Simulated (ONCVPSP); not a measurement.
**Pseudopotential generation for Se (Z = 34): ONCV, PBE, scalar-relativistic.**

The input file (ONCVPSP 4.0.1):

```
# ATOM AND REFERENCE CONFIGURATION
# atsym  z   nc   nv     iexc    psfile
  Se 34.00    5    3        4      upf
#
#   n    l    f
    1    0    2.00
    2    0    2.00
    2    1    6.00
    3    0    2.00
    3    1    6.00
    3    2   10.00
    4    0    2.00
    4    1    4.00
#
# PSEUDOPOTENTIAL AND OPTIMIZATION
# lmax
    2
#
#   l,   rc,      ep,       ncon, nbas, qcut
    0    1.60    0.00    4    7    4.30
    1    1.90    0.00    5    8    4.00
    2    0.65    0.00    4    8   22.10
#
# LOCAL POTENTIAL
# lloc, lpopt,  rc(5),   dvloc0
    4    5    0.55    4.00
#
# VANDERBILT-KLEINMAN-BYLANDER PROJECTORs
# l, nproj, debl
    0    1    2.30
    1    2    3.90
    2    2    2.20
#
# MODEL CORE CHARGE
# icmod, fcfact, rcfact
    3    2.25    1.55
#
# LOG DERIVATIVE ANALYSIS
# epsh1, epsh2, depsh
   -3.00    5.00    0.02
#
# OUTPUT GRID
# rlmax, drl
    6.00    0.01
#
# TEST CONFIGURATIONS
# ncnf
    4
# nvcnf
#   n    l    f
    3
    3    2   10.00
    4    0    2.00
    4    1    3.00
#
    3
    3    2   10.00
    4    0    2.00
    4    1    2.00
#
    3
    3    2   10.00
    4    0    2.00
    4    1    1.00
#
    3
    3    2   10.00
    4    0    1.00
    4    1    5.00
#
```

Command:

```bash
oncvpsp.x < Se.dat > Se.out
```

Output (shortened: citation, most of the input echo, consistency checks and plot data are left out):

```
ONCVPSP  (Optimized Norm-Conservinng Vanderbilt PSeudopotential)
scalar-relativistic version 4.0.1

#   n    l    f        energy (Ha)
    1    0    2.00    -4.5955541E+02
    2    0    2.00    -5.9063462E+01
    2    1    6.00    -5.1949331E+01
    3    0    2.00    -7.8464607E+00
    3    1    6.00    -5.6219110E+00
    3    2   10.00    -1.9523039E+00
    4    0    2.00    -6.3530042E-01
    4    1    4.00    -2.3929200E-01

Reference configufation results
  iterations    24
  all-electron total energy (Ha)   -2.42996348D+03

Begin loop to  construct optimized pseudo wave functions
and semi-local pseudopoentials for all angular momenta

Calculating optimized projector #   1

 for l=   0

    Fraction of norm inside rc  0.429210
    Optimizing pswf for qcut=   4.31 a_B^-1,  ecut=   9.29 Ha
    Residual kinetic energy error=  3.34D-03 Ha

    Energy error per electron        Cutoff
         Ha          eV             Ha
         0.01000     0.27211        7.61
         0.00100     0.02721       18.14
         0.00010     0.00272       42.25
         0.00001     0.00027       49.99

   Wellstate for l =  1  n =  6
     eigenvalue =   3.6607
     asymptotic potential =   4.1607
     half-point radius =  3.0737

Calculating optimized projector #   1

 for l=   1

    Fraction of norm inside rc  0.388167
    Optimizing pswf for qcut=   4.00 a_B^-1,  ecut=   7.99 Ha
    Residual kinetic energy error=  2.26D-03 Ha

    Energy error per electron        Cutoff
         Ha          eV             Ha
         0.01000     0.27211        2.96
         0.00100     0.02721       11.45
         0.00010     0.00272       43.56
         0.00001     0.00027       52.85

Calculating optimized projector #   2

 for l=   1

    Fraction of norm inside rc  0.150050
    Optimizing pswf for qcut=   4.00 a_B^-1,  ecut=   7.99 Ha
    Residual kinetic energy error=  4.53D-02 Ha

    Energy error per electron        Cutoff
         Ha          eV             Ha
         0.01000     0.27211       11.29
         0.00100     0.02721       27.00
         0.00010     0.00272       51.56
         0.00001     0.00027       59.98

   Wellstate for l =  2  n =  4
     eigenvalue =   0.2477
     asymptotic potential =   0.7477
     half-point radius =  6.2434

Calculating optimized projector #   1

 for l=   2

    Fraction of norm inside rc  0.612149
    Optimizing pswf for qcut=  22.11 a_B^-1,  ecut= 244.47 Ha
    Residual kinetic energy error=  3.88D-05 Ha

    Energy error per electron        Cutoff
         Ha          eV             Ha
         0.01000     0.27211      179.24
         0.00100     0.02721      209.25
         0.00010     0.00272      233.27
         0.00001     0.00027      495.03

Calculating optimized projector #   2

 for l=   2

    Fraction of norm inside rc  0.012727
    Optimizing pswf for qcut=  22.11 a_B^-1,  ecut= 244.47 Ha
    Residual kinetic energy error=  1.56D-06 Ha

    Energy error per electron        Cutoff
         Ha          eV             Ha
         0.01000     0.27211      116.66
         0.00100     0.02721      163.48
         0.00010     0.00272      198.93
         0.00001     0.00027      225.10

Construct Vanderbilt / Kleinmman-Bylander projectors

B matrix Hermiticity error, ll=   1
   1   2   -2.3513E-04

  Orthonormal projector coefficients  1.2289E+01  1.0772E+00

B matrix Hermiticity error, ll=   2
   1   2    2.1368E-04

  Orthonormal projector coefficients -2.9476E+01 -7.6435E+00

Model core correction analysis
  based on d2Exc/dn_idn_j

d2excae - all-electron derivatives

   -3.850248D-02   -5.797026D-03   -3.022863D-03
   -5.796781D-03   -3.067197D-02   -2.425275D-02
   -3.022811D-03   -2.425274D-02   -2.415246D-02

d2excps - pseudofunction derivatives with no core correction

   -6.205232D-02   -6.180356D-03   -3.018712D-03
   -6.180039D-03   -3.176582D-02   -2.474446D-02
   -3.018691D-03   -2.474475D-02   -2.432358D-02

rms 2nd derivative error    7.864115E-03

rmatch, rhocmatch    0.6575   28.2510

Teter function model core charge with specified parameters

d2excps - pseudofunction derivatives with core correction

   -4.867052D-02   -5.560776D-03   -2.752749D-03
   -5.560535D-03   -3.111546D-02   -2.447034D-02
   -2.752715D-03   -2.447030D-02   -2.421188D-02

rms 2nd derivative error    3.398389E-03

Pseudoatom total energy -131.718989

Diagnostic tests using Vanderbilt-Kleinman-Bylander pseudopotentials
  1 or more projectors used as specified by nproj input data

   l    rcore       rmatch      e in        delta e   norm test  slope test

   0   1.6031557   1.6518310  -0.6353004  -0.0000050   0.9999994   1.0000261

   1   1.9068527   1.9647489  -0.2392920  -0.0000014   0.9999984   1.0000105
   1   1.9068527   1.9647489   3.6607080   0.0000769   1.0001492   1.0001492

   2   0.6535497   0.6733928  -1.9523039  -0.0000614   1.0003078   1.0003153
   2   0.6535497   0.6733928   0.2476961  -0.0001115   1.0006200   1.0006200

 Testing for bound ghosts
   n   l    E NL Schr. Eq   E Basis Diag.   E Cutoff

       0                      -19.025346     48.72  WARNING - GHOST(-)
   1   0       -0.635305       -0.632147     48.72

   2   1       -0.239293       -0.233362     82.84

   3   2       -1.952365       -1.928298    805.70

 Testing for highly-localized positive-energy ghosts
       l    <radius>/rc     E Basis Diag.   E Cutoff

       1        0.228340        0.801812     82.84  WARNING - GHOST(+)

Test configuration 0

   n   l     f        eae           eps        diff
   1   0  2.0000 -459.55540933
   2   0  2.0000  -59.06346228
   2   1  6.0000  -51.94933099
   3   0  2.0000   -7.84646070
   3   1  6.0000   -5.62191104
   3   2 10.0000   -1.95230395   -1.95236538   -6.14D-05
   4   0  2.0000   -0.63530042   -0.63530546   -5.04D-06
   4   1  4.0000   -0.23929200   -0.23929344   -1.43D-06

    Total energies and differences
      AE_ref= -2.42996348D+03  AE_tst= -2.42996348D+03  dif=  0.00D+00
      PS_ref= -1.31718989D+02  PS_tst= -1.31718989D+02  dif= -5.68D-14
      PSP excitation error=  5.68D-14

Test configuration 1

   n   l     f        eae           eps        diff
   1   0  2.0000 -459.94626711
   2   0  2.0000  -59.45124352
   2   1  6.0000  -52.33751397
   3   0  2.0000   -8.23244357
   3   1  6.0000   -6.00783338
   3   2 10.0000   -2.33760164   -2.33511578    2.49D-03
   4   0  2.0000   -0.98705246   -0.98687627    1.76D-04
   4   1  3.0000   -0.56618812   -0.56609211    9.60D-05

    Total energies and differences
      AE_ref= -2.42996348D+03  AE_tst= -2.42956493D+03  dif=  3.99D-01
      PS_ref= -1.31718989D+02  PS_tst= -1.31320415D+02  dif=  3.99D-01
      PSP excitation error= -2.47D-05

Test configuration 2

   n   l     f        eae           eps        diff
   1   0  2.0000 -460.40626776
   2   0  2.0000  -59.90500246
   2   1  6.0000  -52.79205652
   3   0  2.0000   -8.68249154
   3   1  6.0000   -6.45771085
   3   2 10.0000   -2.78616712   -2.77896777    7.20D-03
   4   0  2.0000   -1.38307407   -1.38258136    4.93D-04
   4   1  2.0000   -0.93578866   -0.93546283    3.26D-04

    Total energies and differences
      AE_ref= -2.42996348D+03  AE_tst= -2.42881713D+03  dif=  1.15D+00
      PS_ref= -1.31718989D+02  PS_tst= -1.30572702D+02  dif=  1.15D+00
      PSP excitation error=  5.58D-05

Test configuration 3

   n   l     f        eae           eps        diff
   1   0  2.0000 -460.92534538
   2   0  2.0000  -60.41417354
   2   1  6.0000  -53.30244946
   3   0  2.0000   -9.18567668
   3   1  6.0000   -6.96057891
   3   2 10.0000   -3.28692252   -3.27251239    1.44D-02
   4   0  2.0000   -1.81255605   -1.81160594    9.50D-04
   4   1  1.0000   -1.33821102   -1.33744761    7.63D-04

    Total energies and differences
      AE_ref= -2.42996348D+03  AE_tst= -2.42768273D+03  dif=  2.28D+00
      PS_ref= -1.31718989D+02  PS_tst= -1.29438645D+02  dif=  2.28D+00
      PSP excitation error=  4.01D-04

Test configuration 4

   n   l     f        eae           eps        diff
   1   0  2.0000 -459.61634800
   2   0  2.0000  -59.12268290
   2   1  6.0000  -52.00836200
   3   0  2.0000   -7.90656837
   3   1  6.0000   -5.68171960
   3   2 10.0000   -2.01078580   -2.01044997    3.36D-04
   4   0  1.0000   -0.66564782   -0.66560032    4.75D-05
   4   1  5.0000   -0.26193158   -0.26187105    6.05D-05

    Total energies and differences
      AE_ref= -2.42996348D+03  AE_tst= -2.42956359D+03  dif=  4.00D-01
      PS_ref= -1.31718989D+02  PS_tst= -1.31319066D+02  dif=  4.00D-01
      PSP excitation error= -3.31D-05
```

Note: ghosts flagged at negative energy: s at -517.7 eV; GHOST(+) flagged for p at 21.8 eV. A true bound ghost makes a file unfit for plane-wave use.

The run took about 3.2 s on one core of a shared server CPU.
